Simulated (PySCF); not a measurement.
Structure problem from calculated spectra and properties.

Formula: C6H12BNO2.

* Triplet: lowest triplet excitation (Tamm–Dancoff): 5.94 eV [TDA PBE0/def2-SVPD]
* UV, first state: lowest singlet excitation: 6.20 eV (200 nm, f = 0.006) [TDDFT PBE0/def2-SVPD]
* 1H NMR: chemical shifts (computed TMS as zero) by class: 3.63 (2 H), 2.64 (2 H), 1.34 (6 H), 0.13 (2 H) ppm [GIAO CAM-B3LYP/pcSseg-1]
* NMR, other nuclei: isotropic shieldings of nuclei other than C and H, by class: 69 (1 B), 235 (1 N), 212 (2 O) ppm [GIAO CAM-B3LYP/pcSseg-1]
* Rotational structure: rotational constants A, B, C: 3.309, 0.711, 0.658 GHz [PBE0-D3(BJ)/def2-SVP]
* 13C NMR: chemical shifts (computed TMS as zero) by class: 49.8 (3 C), 48.1 (1 C), 43.1 (1 C), 26.4 (1 C) ppm [GIAO CAM-B3LYP/pcSseg-1]
* Dipole: 3.86 D [PBE0/def2-SVPD]
* UV, strongest line: among the 10 lowest singlet transitions: S3 at 7.00 eV (177 nm, f = 0.015) [TDDFT PBE0/def2-SVPD]

The electronic properties come from PySCF, for the isolated species, density fitting. Levels stand in brackets. One conformer (not necessarily the lowest) at the PBE0-D3(BJ)/def2-SVP geometry, without solvent, vibrations or thermal averaging. NMR classes are plain means over equivalent atoms (diastereotopic ones count apart unless rotation or inversion swaps them), as if these changed places fast.

Task: Propose a structure and show how it fits.

Result: Numbering: `[NH2:1][CH2:2][C@:3]12[CH2:4][C@:5]([B:6]([OH:7])[OH:8])([CH2:9]1)[CH2:10]2`. 6 carbons fall into 4 classes; from least to most shielded: four-membered-ring carbon [C4/C9/C10] (49.8 ppm, 3 C, up to 6.4 ppm apart in this geometry), chain sp3 carbon bound to nitrogen [C2] (48.1 ppm), sp3 carbon at a ring junction [C3] (43.1 ppm), ring sp3 carbon bound to boron [C5] (26.4 ppm). Hydrogen classes from least to most shielded: 2 H on 2 boron-bound oxygens, O7/O8 (3.63 ppm), 2 H on an sp3 carbon bound to nitrogen, C2 (2.64 ppm), 6 H on 3 four-membered-ring carbons, C4/C9/C10 (1.34 ppm, a mean of values up to 0.8 ppm apart in this geometry), 2 H on a primary amine nitrogen, N1 (0.13 ppm, a mean of values up to 0.6 ppm apart in this geometry). The other shieldings belong to: 69 ppm, three-coordinate boron [B6]; 235 ppm, primary amine nitrogen [N1]; 212 ppm, boron-bound oxygen [O7/O8]. The optimised geometry has point group C1 and is an asymmetric top. Structure: `NC[C@]12C[C@](B(O)O)(C1)C2`. The assignments are read from this structure; whether some other isomer fits the data as well wasn't checked.
